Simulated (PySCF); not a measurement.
# Molecular orbitals of TaCl

PBEsol at R = 2.300 Å; PySCF, scalar-relativistic core potentials, basis sets Ta def2-TZVPP with ECP60, Cl def2-TZVPP. State: ⁵Π (quintet), unpaired electrons σ ↑, π ↑, δ ↑↑. Only the outer orbitals are listed, counted within each symmetry, core potentials removing the inner ones.

```tsv
spin	orbital	occ.	ε (eV)	on Ta (%)	main shells (%)
α	6σ	1	-19.69	6	94 Cl s
α	7σ	1	-9.20	21	77 Cl p, 10 Ta d, 9 Ta s
α	3π	1	-8.11	14	86 Cl p, 11 Ta d
α	3π	1	-8.06	14	86 Cl p, 12 Ta d
α	8σ	1	-5.43	99	75 Ta s, 22 Ta d
α	1δ	1	-3.99	100	100 Ta d
α	1δ	1	-3.98	99	97 Ta d
α	4π	1	-3.79	89	84 Ta d, 9 Cl p
α	4π	0	-3.63	90	85 Ta d, 9 Cl p
α	9σ	0	-2.94	89	53 Ta d, 30 Ta p, 10 Cl p
α	5π	0	-1.15	97	94 Ta p
β	2π	1	-35.42	100	100 Ta p
β	6σ	1	-19.67	5	95 Cl s
β	7σ	1	-8.99	16	82 Cl p, 9 Ta d
β	3π	1	-8.03	9	91 Cl p
β	3π	1	-7.84	8	92 Cl p
β	8σ	0	-3.01	100	88 Ta s, 10 Ta d
β	4π	0	-2.13	92	91 Ta d
β	9σ	0	-1.65	90	61 Ta d, 27 Ta p, 8 Cl p
```

Problem. Which are the highest filled and the lowest empty level, where do they sit, and how wide is the gap?

Solution. Highest filled α 4π at -3.79 eV (in %: 84 Ta d, 9 Cl p); lowest empty α 4π at -3.63 eV (in %: 85 Ta d, 9 Cl p); the gap at PBEsol is 0.16 eV. Both belong to one degenerate shell, split only by its one-sided filling, so this is no excitation gap.

| Quantity | Value |
| --- | --- |
| bond order (Mayer) | 1.36 |
| ⟨S²⟩ | 6.010 |
| charge on Ta (Mulliken, basis-dependent) | 0.22 |
| charge on Ta (Löwdin, basis-dependent) | -0.25 |
| dipole moment (positive dipole means Ta(−)Cl(+)) | -2.52 D |

Spin–orbit coupling is left out. With d or f electrons several states lie close, and the lowest PBE0 determinant need not be the measured ground state.
